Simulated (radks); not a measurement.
The numbers below are computed, except where a source is named.
Species: Ho V. Configuration: [Kr] 4d10 4f9.25 5s2 5p5.75 (fractional occupations, a model configuration). Level of theory: scalar-relativistic Kohn-Sham, r2SCAN, spin-polarised, spherical densities, finite nucleus; open shells are filled with parallel spins first (spin-orbit coupling, left out, can overturn this in heavy ions); meta-GGA in the generalised Kohn-Sham scheme; Fermi nuclear charge, rms radius 5.2022 fm (a radial shooting solver on a logarithmic mesh with Libxc functionals). Some entries of the table are withheld. Estimate them.

| orbital | occ. | eigenvalue (eV) | <1/r> (bohr^-1) | r(max) (bohr) |
|---|---|---|---|---|
| 1s up | 1 | -55620.50 | 76.04 | 0.01311 |
| 1s down | 1 | -55620.47 | 76.04 | 0.01311 |
| 2s up | 1 | -9370.655 | 17.70 | 0.07458 |
| 2s down | 1 | -9370.645 | 17.70 | 0.07458 |
| 2p up | 3 | -8304.408 | 16.38 | 0.06061 |
| 2p down | 3 | -8304.372 | 16.38 | 0.06061 |
| 3s up | 1 | -2145.128 | 6.529 | 0.2110 |
| 3s down | 1 | -2142.353 | 6.535 | 0.2110 |
| 3p up | 3 | -1817.650 | 6.103 | 0.2076 |
| 3p down | 3 | -1814.868 | 6.109 | 0.2075 |
| 3d up | 5 | -1401.535 | 5.777 | 0.1699 |
| 3d down | 5 | -1399.386 | 5.783 | 0.1697 |
| 4s up | 1 | -473.6470 | 2.750 | 0.4836 |
| 4s down | 1 | -467.6655 | 2.748 | 0.4836 |
| 4p up | 3 | -365.0811 | 2.524 | 0.5050 |
| 4p down | 3 | -359.1392 | 2.521 | 0.5049 |
| 4d up | 5 | -217.7449 | 2.233 | 0.5221 |
| 4d down | 5 | -211.8143 | 2.229 | 0.5219 |
| 5s up | 1 | -99.4736 | 1.085 | 1.111 |
| 5s down | 1 | -96.6086 | 1.064 | 1.122 |
| 5p up | 3 | -71.8534 | 0.9367 | 1.245 |
| 5p down | 2.75 | -69.7700 | 0.9170 | 1.261 |
| 4f up | 7 | (1) | 1.721 | 0.5158 |
| 4f down | 2.25 | (2) | 1.693 | 0.5178 |
| 5d up | 0 | -37.6370 | 0.6926 | 1.582 |
| 5d down | 0 | -36.4311 | 0.6774 | 1.611 |
| 6s up | 0 | -31.5799 | 0.4688 | 2.589 |
| 6s down | 0 | -30.7313 | 0.4625 | 2.628 |

Answer. 
(1) 4f up eigenvalue (eV): -56.5644
(2) 4f down eigenvalue (eV): -51.0469
